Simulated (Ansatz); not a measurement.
The cluster Sn₆⁺. The state is a doublet with charge 1. Geometry r2SCAN-D4/def2-SVP.

```xyz
6

Sn   -0.653   -1.265    1.922
Sn    1.151    1.086    0.837
Sn   -1.033   -0.854   -1.188
Sn    1.546   -1.575   -0.160
Sn    0.692    1.331   -2.021
Sn   -1.703    1.277    0.610
```

In the def2 sets Sn takes a core potential; there is no spin–orbit coupling. The structure comes from a short search, and lower isomers may exist.

Q: Estimate the α-spin orbital energies around the gap (eV) in Ansatz with PBE-D4/def2-SVP, revPBE-D4/def2-TZVP, r2SCAN-D4/def2-TZVP, PBE0-D4/def2-TZVP, BHLYP-D4/def2-TZVP.

A: 
| orbital | PBE-D4/def2-SVP | revPBE-D4/def2-TZVP | r2SCAN-D4/def2-TZVP | PBE0-D4/def2-TZVP | BHLYP-D4/def2-TZVP |
| --- | --- | --- | --- | --- | --- |
| HOMO−13 | -29.27 | -29.09 | -29.90 | -31.94 | -34.61 |
| HOMO−12 | -29.23 | -29.06 | -29.87 | -31.91 | -34.57 |
| HOMO−11 | -18.38 | -18.12 | -18.86 | -19.97 | -21.50 |
| HOMO−10 | -15.46 | -15.25 | -15.80 | -16.74 | -17.96 |
| HOMO−9 | -15.45 | -15.24 | -15.79 | -16.72 | -17.93 |
| HOMO−8 | -14.95 | -14.74 | -15.25 | -16.13 | -17.27 |
| HOMO−7 | -13.58 | -13.40 | -13.80 | -14.58 | -15.54 |
| HOMO−6 | -12.65 | -12.48 | -12.85 | -13.52 | -14.35 |
| HOMO−5 | -9.94 | -9.79 | -10.14 | -10.60 | -11.11 |
| HOMO−4 | -9.77 | -9.61 | -9.93 | -10.44 | -10.95 |
| HOMO−3 | -9.67 | -9.51 | -9.82 | -10.29 | -10.76 |
| HOMO−2 | -9.65 | -9.49 | -9.81 | -10.27 | -10.73 |
| HOMO−1 | -9.18 | -9.05 | -9.34 | -9.83 | -10.35 |
| HOMO | -8.96 | -8.83 | -9.24 | -9.70 | -10.30 |
| LUMO | -7.60 | -7.45 | -7.59 | -7.02 | -6.35 |
| LUMO+1 | -6.89 | -6.74 | -6.82 | -6.27 | -5.56 |
| LUMO+2 | -6.79 | -6.64 | -6.70 | -6.17 | -5.45 |
| LUMO+3 | -6.68 | -6.54 | -6.59 | -6.10 | -5.42 |
| LUMO+4 | -5.43 | -5.32 | -5.16 | -4.76 | -4.05 |
| LUMO+5 | -5.21 | -5.10 | -4.99 | -4.56 | -3.85 |
| β HOMO | -9.13 | -8.99 | -9.29 | -9.77 | -10.30 |
| β LUMO | -8.46 | -8.28 | -8.30 | -7.82 | -7.15 |
